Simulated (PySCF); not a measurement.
# Field gradients at the hydrogen positions

Compound: C4H10OSi2.
Z-matrix (Å and degrees, GFN2-xTB geometry), rows numbered from 1:
```
C 
C   1  1.3238
Si  2  1.8833  1  125.06
C   3  1.8959  2  109.35  1   117.80
C   4  1.3262  3  126.67  2    -1.26
O   4  1.3589  3  110.17  2   178.94
Si  6  1.6241  4  133.76  3   178.77
H   1  1.0779  2  121.57  3    -0.17
H   1  1.0799  2  122.83  3   179.77
H   2  1.0845  1  117.87  3  -179.24
H   3  1.4698  2  109.89  1  -123.63
H   3  1.4668  2  110.89  1    -1.90
H   5  1.0741  4  120.41  3    -0.11
H   5  1.0787  4  122.11  3  -179.90
H   7  1.4650  6  111.25  4   -59.44
H   7  1.4543  6   99.07  4  -178.53
H   7  1.4651  6  111.29  4    62.23
```

Level: PBE0/pcSseg-1 (PySCF, non-relativistic); Q(2H) = 0.00286 b; rigid geometry, the same for H and D, with no vibrational averaging.

Question: Rank these positions by the coupling χzz of a deuteron there, largest first.
A. H17 (Si–H hydrogen)
B. H13 (vinylic hydrogen)
C. H14 (vinylic hydrogen)
D. H9 (vinylic hydrogen)
E. H16 (Si–H hydrogen)

Answer: B (231 kHz), C (226 kHz), D (222 kHz), E (112 kHz), A (106 kHz).

Q: Give the electric field gradient Vzz (the principal value of largest size), its asymmetry and the 2H coupling at each hydrogen.

A: 
```
atom  bonded to  bond length (Å)  Vzz (au)     η  χzz (kHz)
  H8         C1            1.078    0.3323  0.04        223
  H9         C1            1.080    0.3301  0.03        222
 H10         C2            1.085    0.3246  0.03        218
 H11        Si3            1.470    0.1576  0.00        106
 H12        Si3            1.467    0.1598  0.02        107
 H13         C5            1.074    0.3433  0.08        231
 H14         C5            1.079    0.3365  0.09        226
 H15        Si7            1.465    0.1579  0.03        106
 H16        Si7            1.454    0.1669  0.02        112
 H17        Si7            1.465    0.1578  0.03        106
```

Q: Average by the element that carries the hydrogen.

A: on C: 224 kHz over 5 positions, mean bond length 1.079 Å; on Si: 108 kHz over 5 positions, mean bond length 1.464 Å.

Q: How does χzz go with the bond length over the 5 C–H bonds?

A: A straight-line fit has a slope of -11.9 kHz for each 0.01 Å, with a correlation coefficient of -0.95, over lengths from 1.074 to 1.085 Å. The longer bonds have the smaller couplings here.

Q: Give the 2H NMR doublet splittings at H14 for a magnetic field along the z, y and x axes of the gradient: 3χ/2, 3χ(1 + η)/4, 3χ(1 − η)/4.

A: With |χ| = 226.1 kHz and η = 0.091: 339, 185 and 154 kHz, to first order and without motion.

Geometry: GFN2-xTB, one conformer, isolated molecule. GFN2-xTB bond lengths can be off by several hundredths of an ångström, more for odd bonds, and the gradients follow them. The small basis limits the accuracy of the gradients.
